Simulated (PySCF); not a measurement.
Atom-mapped SMILES (the numbers label the heavy atoms): `[CH3:1][C:2]#[C:3][SiH2:4][n:5]1[cH:6][cH:7][cH:8][cH:9]1` (H(Xn): hydrogen on atom n).

All values are calculated (PySCF 2.14): GFN2-xTB geometry, shieldings: GIAO PBE0/pcSseg-1. Equivalent nuclei averaged, single conformer, in vacuum, no relativistic terms.

Chemical shifts δ = σref − σ; TMS for ¹³C (σ = 186.93 ppm), all at this level.

Do the ¹³C shifts follow the atomic charges (in e)? Tabulate both.

Answers


```
atoms  hybridisation  δ (ppm)  σ para (ppm)  Hirshfeld    IAO  Mulliken  ESP-fitted
C6/C9            sp2    127.3          -191      -0.04  -0.11     +0.15       -0.26
C7/C8            sp2    117.5          -189      -0.10  -0.22     -0.17       -0.21
   C2             sp    115.8          -205      -0.01  +0.02     -0.11       +0.23
   C3             sp     81.9          -154      -0.19  -0.40     -0.43       -0.45
   C1            sp3      6.0           -71      -0.09  -0.44     -0.16       -0.53
```

Correlation coefficients of δ with charge over these carbons: Hirshfeld +0.34, IAO +0.78, Mulliken +0.37, ESP-fitted +0.65; with the paramagnetic shielding -0.98. With so few points, grouped by hybridisation, these coefficients are fragile. Charge is one influence among several: hybridisation and low-lying excitations act through the paramagnetic term.

Shifts are as computed. Against solution values, carbons near 30 ppm lie about +3 ppm off and those near 130 ppm about +5 ppm. Of 1211 compounds with measured shifts, 218 miss one by over three times the rms of a fit or turn the order of signals round; such compounds aren't used in these exercises.
